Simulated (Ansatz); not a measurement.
One change: `FC1(F)O[CH]1[AlH2]` becomes `FC1OC1(F)F`.

Ansatz, PBE0-D4/def2-TZVP geometries, multiplicity 1. 

```tsv
property	`FC1(F)O[CH]1[AlH2]`
HOMO–LUMO gap (ωB97M-V/def2-TZVPP) / eV	10.34
size of the dipole moment (PBE/def2-TZVPP) / D	2.17
HOMO energy (PBE0/def2-TZVPP) / eV	-8.35
HOMO–LUMO gap (B3LYP/def2-TZVPP) / eV	5.94
LUMO energy (PBE0/def2-TZVPP) / eV	-1.95
LUMO energy (B3LYP/def2-TZVPP) / eV	-2.20
```

(1) Give the same properties after the change, and the shifts. (Estimate.)

Results:

(1) The calculation gave: 
```
                                      property  `FC1OC1(F)F`  shift
       HOMO–LUMO gap (ωB97M-V/def2-TZVPP) / eV         15.09   4.75
size of the dipole moment (PBE/def2-TZVPP) / D          1.65  -0.52
            HOMO energy (PBE0/def2-TZVPP) / eV         -9.51  -1.16
         HOMO–LUMO gap (B3LYP/def2-TZVPP) / eV         10.56   4.62
            LUMO energy (PBE0/def2-TZVPP) / eV          1.65   3.60
           LUMO energy (B3LYP/def2-TZVPP) / eV          1.25   3.45
```

With PBE0 the HOMO falls by 1.16 eV and the LUMO rises by 3.60 eV, so the gap widens by about 4.76 eV. PBE moves the HOMO by -1.01 eV and ωB97M-V by -1.22 eV. The zero-point energy changes by -25.9 kJ/mol with -6 modes. Dipoles are sizes alone; their direction can turn.

B3LYP here is the variant with VWN-RPA as its local correlation; programs differ in this.
